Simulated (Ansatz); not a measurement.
Ansatz (a first-principles code) input (HF/3-21G): The .json file is the Basis Set Exchange's 3-21G.

Ansatz 0.2 input:
```yaml
crystal:
  periodic: [false, false, false]
  atoms:
    - {symbol: Al, position_ang: [-0.00000000, -0.00000000, -0.11980863]}
    - {symbol: H, position_ang: [0.00000000, 0.00000000, 1.55751218]}
basis:
  gaussian:
    orbitals: 3-21G.json
hamiltonian:
  xc: {name: HF}
phonons: {temperatures: {t_min: 298.15, t_max: 298.15, t_step: 100}}
```

Output:

```
WARN ansatz: RAYON_NUM_THREADS=1 ignored (pool sized by the plan → 1); use --threads N
Functional definition: HF
integrals: 0.00 GiB planned
178 factors; integrals over basis functions are off by at most 1.6e-4 eV
mean field: 0.04 GiB planned
mean field evaluation 1: about -6561.0698 eV, gradient 5.2e0 eV
mean field evaluation 2: about -6561.0701 eV, gradient 5.2e0 eV
mean field evaluation 4: about -6561.2787 eV, gradient 2.6e-1 eV
mean field evaluation 8: about -6561.2791 eV, gradient 1.8e-4 eV
mean field -6561.27914052 eV, -241.1225610194 hartree, gradient 2.5e-5 eV, S^2 0.000000; 0 other end points of the search recorded, 0 dependent functions left out
the calculation of the forces begins
reference -6561.27914052 eV, -241.1225610194 hartree; 7, 7 occupied and 8, 8 virtual orbitals, 178 factors
these checks for a lower state are left out or cut short: stability, starts, cluster_reference, orbital_swaps, neighbouring_geometries, increment
integrals: 0.00 GiB planned
178 factors; integrals over basis functions are off by at most 1.6e-4 eV
mean field: 0.04 GiB planned
mean field evaluation 16: about -6561.2791 eV, gradient 3.0e-6 eV
mean field -6561.27914052 eV, -241.1225610194 hartree, gradient 1.9e-6 eV, S^2 0.000000; 0 other end points of the search recorded, 0 dependent functions left out
the calculation of the forces begins
reference -6561.27914052 eV, -241.1225610194 hartree; 7, 7 occupied and 8, 8 virtual orbitals, 178 factors
these checks for a lower state are left out or cut short: stability, starts, cluster_reference, orbital_swaps, neighbouring_geometries, increment
integrals: 0.00 GiB planned
178 factors; integrals over basis functions are off by at most 1.6e-4 eV
mean field: 0.04 GiB planned
mean field -6561.27914052 eV, -241.1225610194 hartree, gradient 1.9e-6 eV, S^2 0.000000; 0 other end points of the search recorded, 0 dependent functions left out
the calculation of the forces begins
reference -6561.27914052 eV, -241.1225610194 hartree; 7, 7 occupied and 8, 8 virtual orbitals, 178 factors
these checks for a lower state are left out or cut short: stability, starts, cluster_reference, orbital_swaps, neighbouring_geometries, increment
integrals: 0.00 GiB planned
178 factors; integrals over basis functions are off by at most 1.6e-4 eV
mean field: 0.04 GiB planned
mean field evaluation 32: about -6561.2791 eV, gradient 1.9e-6 eV
mean field -6561.27914052 eV, -241.1225610194 hartree, gradient 1.9e-6 eV, S^2 0.000000; 0 other end points of the search recorded, 0 dependent functions left out
the calculation of the forces begins
reference -6561.27914052 eV, -241.1225610194 hartree; 7, 7 occupied and 8, 8 virtual orbitals, 178 factors
these checks for a lower state are left out or cut short: stability, starts, cluster_reference, orbital_swaps, neighbouring_geometries, increment
integrals: 0.00 GiB planned
178 factors; integrals over basis functions are off by at most 1.6e-4 eV
mean field: 0.04 GiB planned
mean field -6561.27914052 eV, -241.1225610194 hartree, gradient 1.9e-6 eV, S^2 0.000000; 0 other end points of the search recorded, 0 dependent functions left out
the calculation of the forces begins
reference -6561.27914052 eV, -241.1225610194 hartree; 7, 7 occupied and 8, 8 virtual orbitals, 178 factors
these checks for a lower state are left out or cut short: stability, starts, cluster_reference, orbital_swaps, neighbouring_geometries, increment
integrals: 0.00 GiB planned
178 factors; integrals over basis functions are off by at most 1.6e-4 eV
mean field: 0.04 GiB planned
mean field -6561.27910775 eV, -241.1225598152 hartree, gradient 1.7e-6 eV, S^2 0.000000; 0 other end points of the search recorded, 0 dependent functions left out
the calculation of the forces begins
reference -6561.27910775 eV, -241.1225598152 hartree; 7, 7 occupied and 8, 8 virtual orbitals, 178 factors
these checks for a lower state are left out or cut short: stability, starts, cluster_reference, orbital_swaps, neighbouring_geometries, increment
integrals: 0.00 GiB planned
178 factors; integrals over basis functions are off by at most 1.6e-4 eV
mean field: 0.04 GiB planned
mean field -6561.27910780 eV, -241.1225598169 hartree, gradient 1.7e-6 eV, S^2 0.000000; 0 other end points of the search recorded, 0 dependent functions left out
the calculation of the forces begins
reference -6561.27910780 eV, -241.1225598169 hartree; 7, 7 occupied and 8, 8 virtual orbitals, 178 factors
these checks for a lower state are left out or cut short: stability, starts, cluster_reference, orbital_swaps, neighbouring_geometries, increment
integrals: 0.00 GiB planned
178 factors; integrals over basis functions are off by at most 1.6e-4 eV
mean field: 0.04 GiB planned
mean field -6561.27914052 eV, -241.1225610194 hartree, gradient 1.9e-6 eV, S^2 0.000000; 0 other end points of the search recorded, 0 dependent functions left out
the calculation of the forces begins
reference -6561.27914052 eV, -241.1225610194 hartree; 7, 7 occupied and 8, 8 virtual orbitals, 178 factors
these checks for a lower state are left out or cut short: stability, starts, cluster_reference, orbital_swaps, neighbouring_geometries, increment
integrals: 0.00 GiB planned
178 factors; integrals over basis functions are off by at most 1.6e-4 eV
mean field: 0.04 GiB planned
mean field evaluation 64: about -6561.2791 eV, gradient 5.4e-5 eV
mean field -6561.27914052 eV, -241.1225610194 hartree, gradient 1.9e-6 eV, S^2 0.000000; 0 other end points of the search recorded, 0 dependent functions left out
the calculation of the forces begins
reference -6561.27914052 eV, -241.1225610194 hartree; 7, 7 occupied and 8, 8 virtual orbitals, 178 factors
these checks for a lower state are left out or cut short: stability, starts, cluster_reference, orbital_swaps, neighbouring_geometries, increment
integrals: 0.00 GiB planned
178 factors; integrals over basis functions are off by at most 1.6e-4 eV
mean field: 0.04 GiB planned
mean field -6561.27914052 eV, -241.1225610194 hartree, gradient 1.9e-6 eV, S^2 0.000000; 0 other end points of the search recorded, 0 dependent functions left out
the calculation of the forces begins
reference -6561.27914052 eV, -241.1225610194 hartree; 7, 7 occupied and 8, 8 virtual orbitals, 178 factors
these checks for a lower state are left out or cut short: stability, starts, cluster_reference, orbital_swaps, neighbouring_geometries, increment
integrals: 0.00 GiB planned
178 factors; integrals over basis functions are off by at most 1.6e-4 eV
mean field: 0.04 GiB planned
mean field -6561.27914052 eV, -241.1225610194 hartree, gradient 1.9e-6 eV, S^2 0.000000; 0 other end points of the search recorded, 0 dependent functions left out
the calculation of the forces begins
reference -6561.27914052 eV, -241.1225610194 hartree; 7, 7 occupied and 8, 8 virtual orbitals, 178 factors
these checks for a lower state are left out or cut short: stability, starts, cluster_reference, orbital_swaps, neighbouring_geometries, increment
integrals: 0.00 GiB planned
178 factors; integrals over basis functions are off by at most 1.6e-4 eV
mean field: 0.04 GiB planned
mean field -6561.27910780 eV, -241.1225598169 hartree, gradient 1.7e-6 eV, S^2 0.000000; 0 other end points of the search recorded, 0 dependent functions left out
the calculation of the forces begins
reference -6561.27910780 eV, -241.1225598169 hartree; 7, 7 occupied and 8, 8 virtual orbitals, 178 factors
these checks for a lower state are left out or cut short: stability, starts, cluster_reference, orbital_swaps, neighbouring_geometries, increment
integrals: 0.00 GiB planned
178 factors; integrals over basis functions are off by at most 1.6e-4 eV
mean field: 0.04 GiB planned
mean field -6561.27910775 eV, -241.1225598152 hartree, gradient 1.7e-6 eV, S^2 0.000000; 0 other end points of the search recorded, 0 dependent functions left out
the calculation of the forces begins
reference -6561.27910775 eV, -241.1225598152 hartree; 7, 7 occupied and 8, 8 virtual orbitals, 178 factors
Total energy: -6561.27914052 eV, -241.1225610194 hartree
Atom 0 at    -0.000000    -0.000000    -0.119809 Å, force     0.000000    -0.000000     0.000033 eV/Å
Atom 1 at     0.000000     0.000000     1.557512 Å, force    -0.000000    -0.000000    -0.000033 eV/Å
Dipole moment:     0.000000     0.000000     0.106686 e Å
Vibrations: 1712.46 cm⁻¹, zero-point energy 0.106159 eV
```

The blocks after the first are displaced geometries, from whose forces the wavenumbers follow.
